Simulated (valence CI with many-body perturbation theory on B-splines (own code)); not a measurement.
# E1 transitions of Lu LVII

Calculated by valence CI with perturbative core correlation (CI+MBPT): five valence electrons over a frozen Dirac-Fock core [Ne], radial functions for each j: 9 s, 9 p, 8 d, 6 f, 3 g, 1 h, with the one-electron correlation potential Σ1, the two-electron term Σ2, the three-electron term Σ3, Breit, model QED; selected CI, second order for the rest (own B-spline code, finite nucleus).

The last digits are not significant, and no measured levels were compared; by estimate large intervals hold to a few tenths of a per cent, small ones and those within an open d or f shell to about a per cent. Among the levels kept, up to 560 cm⁻¹ of a level comes from second order outside the variational space, and about a tenth of that is noise between levels of different J, which matters for small intervals.

Lines 1 to 50 of 229 in falling wavelength, among levels below 806.47 eV, chosen from the strongest by gf and those to the six lowest levels. Wavelengths and rates use the calculated energies. Electric multipoles are in the length gauge, E1 and E2 with the static RPA response of the core. Weak lines are less certain than strong ones. Lines between different terms over intervals too small for the method are left out, as are lines whose strength nearly cancels. The highest levels of a list are the least certain.

Levels are named by their leading jj configuration (3d3/2^4 stands for four electrons in 3d with j = 3/2), which in mixed levels can hold well under half, so a name can repeat and another be missing. Letters in brackets count levels of one name in rising energy.

| λ vac (Å) | Upper | Lower | A (s⁻¹) | log gf | Branch % |
| --- | --- | --- | --- | --- | --- |
| 1732 | (3s^2 3p1/2^2 3d5/2) J=5/2 | (3s^2 3p1/2 3p3/2^2) J=5/2 | 6.69e+03 | -4.74 | 0.0 |
| 671.9 | (3s^2 3p1/2^2 3d5/2) J=5/2 | (3s^2 3p1/2 3p3/2^2) J=3/2 | 5.83e+04 | -4.63 | 0.0 |
| 204.7 | (3s^2 3p1/2 3p3/2^2) J=3/2 | (3s^2 3p1/2^2 3d3/2) J=3/2 | 3.01e+04 | -6.12 | 0.0 |
| 172.5 | (3s^2 3p1/2 3p3/2^2) J=5/2 | (3s^2 3p1/2^2 3d3/2) J=3/2 | 1.40e+07 | -3.43 | 26.1 |
| 143.5 | (3s^2 3p1/2 3p3/2^2) J=1/2 | (3s^2 3p1/2^2 3d3/2) J=3/2 | 5.95e+04 | -6.43 | 0.0 |
| 110.9 | (3s 3p1/2^2 3p3/2 3d3/2) J=5/2 [a] | (3s^2 3p1/2 3p3/2 3d3/2) J=3/2 [b] | 1.73e+09 | -1.72 | 4.7 |
| 108.5 | (3s 3p1/2^2 3p3/2 3d3/2) J=3/2 [a] | (3s^2 3p1/2 3p3/2 3d3/2) J=1/2 [b] | 5.64e+08 | -2.40 | 0.7 |
| 106.7 | (3s 3p1/2^2 3p3/2 3d3/2) J=1/2 [a] | (3s^2 3p1/2 3p3/2 3d3/2) J=1/2 [b] | 9.39e+08 | -2.49 | 2.7 |
| 94.48 | (3s 3p1/2^2 3p3/2 3d3/2) J=7/2 | (3s^2 3p1/2 3p3/2 3d3/2) J=5/2 [b] | 6.70e+09 | -1.14 | 18.4 |
| 89.10 | (3s 3p1/2^2 3p3/2 3d3/2) J=3/2 [b] | (3s^2 3p1/2 3p3/2 3d3/2) J=3/2 [b] | 4.80e+09 | -1.64 | 1.0 |
| 88.89 | (3s 3p1/2^2 3p3/2 3d3/2) J=3/2 [b] | (3s^2 3p1/2 3p3/2 3d3/2) J=1/2 [b] | 2.41e+09 | -1.94 | 0.5 |
| 86.78 | (3s 3p1/2^2 3p3/2 3d5/2) J=3/2 [a] | (3s^2 3p1/2 3p3/2 3d5/2) J=3/2 [b] | 7.72e+08 | -2.46 | 0.3 |
| 84.40 | (3s 3p1/2 3p3/2^3) J=3/2 [a] | (3s^2 3p3/2^3) J=3/2 | 7.33e+08 | -2.50 | 0.1 |
| 83.35 | (3s 3p1/2^2 3p3/2 3d3/2) J=3/2 [b] | (3s^2 3p1/2 3p3/2 3d3/2) J=5/2 [b] | 1.31e+09 | -2.26 | 0.3 |
| 82.99 | (3s 3p1/2^2 3p3/2 3d5/2) J=9/2 | (3s^2 3p1/2 3p3/2 3d5/2) J=9/2 | 9.48e+09 | -1.01 | 28.8 |
| 82.98 | (3s 3p1/2^2 3p3/2 3d5/2) J=7/2 [a] | (3s^2 3p1/2 3p3/2 3d5/2) J=7/2 [b] | 6.06e+09 | -1.30 | 2.1 |
| 82.96 | (3s 3p1/2^2 3p3/2 3d3/2) J=5/2 [a] | (3s^2 3p1/2 3p3/2 3d3/2) J=7/2 | 2.28e+09 | -1.85 | 6.2 |
| 82.61 | (3s 3p1/2^2 3p3/2 3d5/2) J=7/2 [a] | (3s^2 3p1/2 3p3/2 3d5/2) J=5/2 [b] | 8.94e+09 | -1.14 | 3.1 |
| 82.39 | (3s 3p1/2^2 3p3/2 3d3/2) J=5/2 [b] | (3s^2 3p1/2 3p3/2 3d3/2) J=3/2 [b] | 1.21e+09 | -2.13 | 0.1 |
| 81.55 | (3s 3p1/2^2 3p3/2^2) J=5/2 | (3s^2 3p1/2 3p3/2^2) J=5/2 | 8.62e+09 | -1.29 | 3.3 |
| 80.25 | (3s 3p1/2^2 3p3/2 3d3/2) J=1/2 [b] | (3s^2 3p1/2 3p3/2 3d3/2) J=3/2 [b] | 3.49e+09 | -2.17 | 0.3 |
| 80.07 | (3s 3p1/2^2 3p3/2 3d3/2) J=1/2 [b] | (3s^2 3p1/2 3p3/2 3d3/2) J=1/2 [b] | 1.05e+10 | -1.70 | 1.0 |
| 78.45 | (3s 3p1/2^2 3p3/2 3d3/2) J=5/2 [a] | (3s^2 3p1/2 3p3/2 3d3/2) J=3/2 [a] | 2.55e+09 | -1.85 | 7.0 |
| 77.85 | (3s 3p1/2^2 3p3/2 3d3/2) J=7/2 | (3s^2 3p1/2 3p3/2 3d3/2) J=7/2 | 1.25e+10 | -1.04 | 34.4 |
| 77.44 | (3s 3p1/2^2 3p3/2 3d3/2) J=5/2 [b] | (3s^2 3p1/2 3p3/2 3d3/2) J=5/2 [b] | 5.94e+09 | -1.49 | 0.7 |
| 77.42 | (3s 3p1/2^2 3p3/2 3d3/2) J=3/2 [a] | (3s^2 3p1/2 3p3/2 3d3/2) J=3/2 [a] | 8.44e+09 | -1.52 | 11.0 |
| 77.38 | (3s 3p1/2^2 3p3/2 3d3/2) J=3/2 [a] | (3s^2 3p1/2 3p3/2 3d3/2) J=1/2 [a] | 2.63e+09 | -2.02 | 3.4 |
| 76.94 | (3s 3p1/2^2 3p3/2 3d3/2) J=5/2 [a] | (3s^2 3p1/2 3p3/2 3d3/2) J=5/2 [a] | 1.27e+10 | -1.17 | 34.7 |
| 76.66 | (3s 3p1/2^2 3p3/2 3d5/2) J=9/2 | (3s^2 3p1/2 3p3/2 3d5/2) J=7/2 [a] | 2.33e+10 | -0.69 | 70.7 |
| 76.57 | (3s 3p1/2^2 3p3/2 3d5/2) J=1/2 | (3s^2 3p1/2 3p3/2 3d5/2) J=1/2 | 2.68e+09 | -2.33 | 0.9 |
| 76.48 | (3s 3p1/2^2 3p3/2 3d3/2) J=1/2 [a] | (3s^2 3p1/2 3p3/2 3d3/2) J=3/2 [a] | 8.61e+09 | -1.82 | 24.3 |
| 76.44 | (3s 3p1/2^2 3p3/2 3d3/2) J=1/2 [a] | (3s^2 3p1/2 3p3/2 3d3/2) J=1/2 [a] | 1.50e+10 | -1.58 | 42.2 |
| 76.22 | (3s 3p1/2^2 3p3/2 3d5/2) J=5/2 [a] | (3s^2 3p1/2 3p3/2 3d5/2) J=5/2 [a] | 1.45e+10 | -1.12 | 4.5 |
| 75.95 | (3s 3p1/2^2 3p3/2 3d3/2) J=3/2 [a] | (3s^2 3p1/2 3p3/2 3d3/2) J=5/2 [a] | 1.09e+10 | -1.42 | 14.2 |
| 75.91 | (3s 3p1/2^2 3p3/2^2) J=5/2 | (3s^2 3p1/2 3p3/2^2) J=3/2 | 1.37e+10 | -1.15 | 5.2 |
| 75.68 | (3s 3p1/2 3p3/2^3) J=5/2 | (3s^2 3p3/2^3) J=3/2 | 1.46e+10 | -1.12 | 1.7 |
| 74.87 | (3s 3p1/2^2 3p3/2 3d5/2) J=1/2 | (3s^2 3p1/2 3p3/2 3d5/2) J=3/2 [b] | 2.59e+10 | -1.36 | 8.2 |
| 74.80 | (3s 3p1/2^2 3p3/2 3d5/2) J=7/2 [b] | (3s^2 3p1/2 3p3/2 3d5/2) J=7/2 [b] | 4.41e+09 | -1.53 | 0.5 |
| 74.65 | (3s 3p1/2^2 3p3/2^2) J=3/2 | (3s^2 3p1/2 3p3/2^2) J=1/2 | 1.48e+05 | -6.31 | 0.0 |
| 74.62 | (3s 3p1/2^2 3p3/2 3d5/2) J=5/2 [a] | (3s^2 3p1/2 3p3/2 3d5/2) J=3/2 [a] | 2.06e+10 | -0.99 | 6.4 |
| 74.50 | (3s 3p1/2^2 3p3/2 3d5/2) J=7/2 [b] | (3s^2 3p1/2 3p3/2 3d5/2) J=5/2 [b] | 8.67e+09 | -1.24 | 1.0 |
| 74.04 | (3s 3p1/2^2 3p3/2^2) J=1/2 | (3s^2 3p1/2 3p3/2^2) J=1/2 | 2.99e+10 | -1.31 | 5.9 |
| 73.32 | (3s 3p1/2^2 3p3/2 3d5/2) J=3/2 [b] | (3s^2 3p1/2 3p3/2 3d5/2) J=1/2 | 1.88e+10 | -1.22 | 1.9 |
| 72.83 | (3s 3p1/2^2 3p3/2 3d5/2) J=7/2 [a] | (3s^2 3p1/2 3p3/2 3d5/2) J=5/2 [a] | 6.72e+08 | -2.37 | 0.2 |
| 72.52 | (3s 3p1/2^2 3p3/2 3d3/2) J=7/2 | (3s^2 3p1/2 3p3/2 3d3/2) J=5/2 [a] | 3.18e+09 | -1.70 | 8.7 |
| 72.13 | (3s 3p1/2^2 3p3/2 3d5/2) J=3/2 [a] | (3s^2 3p1/2 3p3/2 3d5/2) J=5/2 [a] | 2.32e+10 | -1.14 | 8.8 |
| 71.80 | (3s 3p1/2^2 3p3/2 3d5/2) J=7/2 [a] | (3s^2 3p1/2 3p3/2 3d5/2) J=9/2 | 7.22e+09 | -1.35 | 2.5 |
| 71.75 | (3s 3p1/2^2 3p3/2 3d5/2) J=3/2 [b] | (3s^2 3p1/2 3p3/2 3d5/2) J=3/2 [b] | 2.35e+10 | -1.14 | 2.4 |
| 70.69 | (3s 3p1/2^2 3p3/2 3d5/2) J=3/2 [a] | (3s^2 3p1/2 3p3/2 3d5/2) J=3/2 [a] | 7.52e+09 | -1.65 | 2.9 |
| 69.29 | (3s 3p1/2^2 3p3/2 3d5/2) J=5/2 [b] | (3s^2 3p1/2 3p3/2 3d5/2) J=7/2 [b] | 3.32e+10 | -0.84 | 3.9 |

Q: How does gf follow from A for the line at 143.5 Å?

A: gf = 1.4992 × (2J+1)_upper × A / σ², with σ = 696768 cm⁻¹ and 2J+1 = 2: gf = 3.67e-07.
